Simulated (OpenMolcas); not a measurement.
Ti3+: moving the ligands

Ti3+ with 6 ligands (oxide) in tetragonal octahedral coordination (D4h) at 2.05 Å, the axial distance 2.029 Å. A charge of +1.5 e stands 2.8 Å behind each ligand. Ligand basis ANO-RCC-VDZP.
```
Ti    0.0000    0.0000    0.0000
O     2.0500    0.0000    0.0000
O     0.0000    2.0500    0.0000
O    -2.0500    0.0000    0.0000
O     0.0000   -2.0500    0.0000
O     0.0000    0.0000    2.0295
O     0.0000    0.0000   -2.0295
```

* Program: OpenMolcas
* Method: SS-CASPT2, IPEA 0.25 Eh, imaginary shift 0.1 Eh (closed shells correlated: 3s 3p and the ligand valence shells)
* Basis: ANO-RCC-VDZP [5s4p2d1f]
* Scalar Hamiltonian: DKH2, point nucleus
* Active space: 1 electron in 5 orbitals (3d)
* State averaging: 2S+1 = 2 even, 5 roots
* Spin-orbit coupling: RASSI with atomic mean-field integrals over the reference wave functions

Runs around this geometry, states (labels of D4, the rotations of D4h). Energies in cm-1 above the lowest state or level, χT in cm3 K/mol.

```csv
R (Å),Axial / equatorial distance,Ground state,First state of that spin,First gap with spin-orbit (degeneracies),χT at 300 K
2.02,0.99,2B2,2E 200,"160 (2, 2)",0.448
2.05,0.99,2B2,2E 89,"67 (2, 2)",0.452
2.14,0.99,2B2,2E 190,"150 (2, 2)",0.451
2.05,1.04,2E,2B2 710,"130 (2, 2)",0.435
```

The ground state changes within this set.

Over all roots computed the reference weight is 0.65 in R = 2.02 in ratio = 0.99, 0.65 in R = 2.05 in ratio = 0.99, 0.65 in R = 2.14 in ratio = 0.99, 0.65 in R = 2.05 in ratio = 1.04; a low but even weight reflects the number of correlated electrons. The oxide ions are held by bare point charges, a crude embedding. Ligand-to-metal charge-transfer states are missing. With one d shell and no ligand orbital active, 10Dq can be off by a tenth or more. Free-ion shares, where given, are those of the reference states; single-state CASPT2 does not remix them (holds for R = 2.14, ratio = 0.99). An orbital doublet at a regular site is open to a Jahn-Teller distortion, which this geometry leaves out (holds for R = 2.05, ratio = 1.04). No measured value stands beside these numbers; the geometry is a model, was not optimised and need not be the one that this ion takes.
